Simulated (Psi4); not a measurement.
O2 (SMILES O=O), triplet, geometry from GFN2-xTB; HF/6-31G** (Psi4).

Psi4 was given this input:
```
memory 2 GB

molecule {
0 3
  O    -0.00000000   -0.00000000   -0.60491107
  O     0.00000000    0.00000000    0.60491107
}

set basis 6-31g**
set reference uhf
set damping_percentage 50

energy('scf')
print_variables()
```

What the program printed (banner, timings and long lists left out):

```
   => Loading Basis Set <=

    Name: 6-31G**
    Role: ORBITAL
    Keyword: BASIS

         ---------------------------------------------------------
                                   SCF
               by Justin Turney, Rob Parrish, Andy Simmonett
                          and Daniel G. A. Smith
                              UHF Reference
         ---------------------------------------------------------

  ==> Geometry <==

    Molecular point group: d2h
    Full point group: D_inf_h

    Geometry (in Angstrom), charge = 0, multiplicity = 3:

       Center              X                  Y                   Z               Mass
    ------------   -----------------  -----------------  -----------------  -----------------
         O            0.000000000000     0.000000000000    -0.604911070000    15.994914619570
         O            0.000000000000     0.000000000000     0.604911070000    15.994914619570

  Running in d2h symmetry.

  Rotational constants: A = ************  B =      1.44013  C =      1.44013 [cm^-1]
  Rotational constants: A = ************  B =  43173.99262  C =  43173.99262 [MHz]
  Nuclear repulsion =   27.993653251278744

  Charge       = 0
  Multiplicity = 3
  Electrons    = 16
  Nalpha       = 9
  Nbeta        = 7

  ==> Algorithm <==

  SCF Algorithm Type is DF.
  DIIS enabled.
  MOM disabled.
  Fractional occupation disabled.
  Guess Type is SAD.
  Energy threshold   = 1.00e-06
  Density threshold  = 1.00e-06
  Integral threshold = 1.00e-12

  ==> Primary Basis <==

  Basis Set: 6-31G**
    Blend: 6-31G**
    Number of shells: 12
    Number of basis functions: 30
    Number of Cartesian functions: 30
    Spherical Harmonics?: false
    Max angular momentum: 2

   => Loading Basis Set <=

    Name: (6-31G** AUX)
    Role: JKFIT
    Keyword: DF_BASIS_SCF

  ==> Integral Setup <==

  SCF_SUBTYPE=INCORE selected. In-core MEM_DF algorithm will be used.
  Using in-core AOs.

  ==> MemDFJK: Density-Fitted J/K Matrices <==

    J tasked:                   Yes
    K tasked:                   Yes
    wK tasked:                   No
    Algorithm:                 Core
    Schwarz Cutoff:           1E-12
    Mask sparsity (%):       0.0000
    Fitting Condition:        1E-10

   => Auxiliary Basis Set <=

  Basis Set: (6-31G** AUX)
    Blend: CC-PVDZ-JKFIT
    Number of shells: 48
    Number of basis functions: 162
    Number of Cartesian functions: 162
    Spherical Harmonics?: false
    Max angular momentum: 3

  Minimum eigenvalue in the overlap matrix is 1.2208656631E-02.
  Reciprocal condition number of the overlap matrix is 3.1120107699E-03.
    Using symmetric orthogonalization.

  ==> Pre-Iterations <==

  SCF Guess: Superposition of Atomic Densities via on-the-fly atomic UHF (no occupation information).

   -------------------------
    Irrep   Nso     Nmo
   -------------------------
     Ag         8       8
     B1g        1       1
     B2g        3       3
     B3g        3       3
     Au         1       1
     B1u        8       8
     B2u        3       3
     B3u        3       3
   -------------------------
    Total      30      30
   -------------------------

  ==> Iterations <==

                           Total Energy        Delta E     RMS |[F,P]|

   @DF-UHF iter SAD:  -148.83191718108361   -1.48832e+02   0.00000e+00
   @DF-UHF iter   1:  -149.57177434523331   -7.39857e-01   2.18812e-02 ADIIS/DIIS
   @DF-UHF iter   2:  -149.60887094073365   -3.70966e-02   6.63001e-03 ADIIS/DIIS/DAMP=50%
   @DF-UHF iter   3:  -149.68203499137795   -7.31641e-02   5.16692e-03 ADIIS/DIIS/DAMP=50%
   @DF-UHF iter   4:  -149.60435476741731    7.76802e-02   3.70336e-03 ADIIS/DIIS/DAMP=50%
   @DF-UHF iter   5:  -149.63571273077778   -3.13580e-02   1.13991e-03 ADIIS/DIIS/DAMP=50%
   @DF-UHF iter   6:  -149.61439383733693    2.13189e-02   1.04753e-03 ADIIS/DIIS/DAMP=50%
   @DF-UHF iter   7:  -149.61821711441524   -3.82328e-03   1.15648e-03 ADIIS/DIIS/DAMP=50%
[...]
   @DF-UHF iter  72:  -149.61397439400918   -4.89979e-05   2.19154e-06 DIIS/DAMP=50%
   @DF-UHF iter  73:  -149.61402425776532   -4.98638e-05   1.68425e-06 DIIS/DAMP=50%
   @DF-UHF iter  74:  -149.61413204023393   -1.07782e-04   1.96278e-05 DIIS/DAMP=50%
   @DF-UHF iter  75:  -149.61405370393348    7.83363e-05   7.31953e-05 DIIS/DAMP=50%
   @DF-UHF iter  76:  -149.61387492721013    1.78777e-04   9.45401e-05 DIIS/DAMP=50%
   @DF-UHF iter  77:  -149.61392696570078   -5.20385e-05   5.88548e-05 DIIS/DAMP=50%
   @DF-UHF iter  78:  -149.61419307644246   -2.66111e-04   5.01313e-05 DIIS/DAMP=50%
   @DF-UHF iter  79:  -149.61392732098219    2.65755e-04   1.20164e-04 ADIIS/DIIS/DAMP=50%
   @DF-UHF iter  80:  -149.61391902096284    8.30002e-06   1.02069e-04 ADIIS/DIIS/DAMP=50%
   @DF-UHF iter  81:  -149.61396426470486   -4.52437e-05   8.26922e-05 DIIS/DAMP=50%
   @DF-UHF iter  82:  -149.61398489365138   -2.06289e-05   7.87836e-05 DIIS/DAMP=50%
   @DF-UHF iter  83:  -149.61405064851516   -6.57549e-05   8.41543e-05 DIIS/DAMP=50%
   @DF-UHF iter  84:  -149.61382539297017    2.25256e-04   1.02588e-04 ADIIS/DIIS/DAMP=50%
   @DF-UHF iter  85:  -149.61390218724557   -7.67943e-05   4.78791e-05 DIIS/DAMP=50%
   @DF-UHF iter  86:  -149.61398753075991   -8.53435e-05   2.24236e-05 DIIS/DAMP=50%
   @DF-UHF iter  87:  -149.61396096607990    2.65647e-05   2.51029e-05 DIIS/DAMP=50%
   @DF-UHF iter  88:  -149.61395891189352    2.05419e-06   1.85205e-05 DIIS/DAMP=50%
   @DF-UHF iter  89:  -149.61399881228562   -3.99004e-05   1.26563e-05 DIIS/DAMP=50%
   @DF-UHF iter  90:  -149.61402301353300   -2.42012e-05   2.09504e-05 DIIS/DAMP=50%
   @DF-UHF iter  91:  -149.61394500991909    7.80036e-05   3.44573e-05 DIIS/DAMP=50%
   @DF-UHF iter  92:  -149.61395763036933   -1.26205e-05   2.23891e-05 DIIS/DAMP=50%
   @DF-UHF iter  93:  -149.61397953740544   -2.19070e-05   1.52792e-05 DIIS/DAMP=50%
   @DF-UHF iter  94:  -149.61396913455636    1.04028e-05   1.50195e-05 DIIS/DAMP=50%
   @DF-UHF iter  95:  -149.61399033224319   -2.11977e-05   1.21007e-05 DIIS/DAMP=50%
   @DF-UHF iter  96:  -149.61390500054102    8.53317e-05   1.30694e-05 DIIS/DAMP=50%
   @DF-UHF iter  97:  -149.61433842896523   -4.33428e-04   2.13839e-06 DIIS/DAMP=50%
   @DF-UHF iter  98:  -149.61387242884049    4.66000e-04   1.18568e-04 ADIIS/DIIS/DAMP=50%
   @DF-UHF iter  99:  -149.61405188764479   -1.79459e-04   8.76207e-05 DIIS/DAMP=50%
   @DF-UHF iter 100:  -149.61399101771991    6.08699e-05   1.13011e-04 ADIIS/DIIS/DAMP=50%

PsiException: Could not converge SCF iterations in 100 iterations.

  Failed to converge.

Traceback (most recent call last):
  File "psi4", line 375, in <module>
  File "<string>", line 24, in <module>
  File "site-packages/psi4/driver/driver.py", line 533, in energy
  File "site-packages/psi4/driver/procrouting/proc.py", line 2760, in run_scf
  File "site-packages/psi4/driver/procrouting/proc.py", line 2047, in scf_helper
  File "site-packages/psi4/driver/procrouting/scf_proc/scf_iterator.py", line 93, in scf_compute_energy
  File "site-packages/psi4/driver/procrouting/scf_proc/scf_iterator.py", line 86, in scf_compute_energy
  File "site-packages/psi4/driver/procrouting/scf_proc/scf_iterator.py", line 609, in scf_iterate

psi4.driver.p4util.exceptions.SCFConvergenceError: Could not converge SCF iterations in 100 iterations.

Printing out the relevant lines from the Psithon --> Python processed input file:
    """)
    core.IO.set_default_namespace("")
    core.set_global_option("BASIS", "6-31g**")
    core.set_global_option("REFERENCE", "uhf")
    core.set_global_option("DAMPING_PERCENTAGE", 50)
--> energy('scf')
    print_variables()

!-------------------------------------------------------!
!                                                       !
!  Could not converge SCF iterations in 100 iterations. !
!                                                       !
!-------------------------------------------------------!
```

Convergence was not reached.
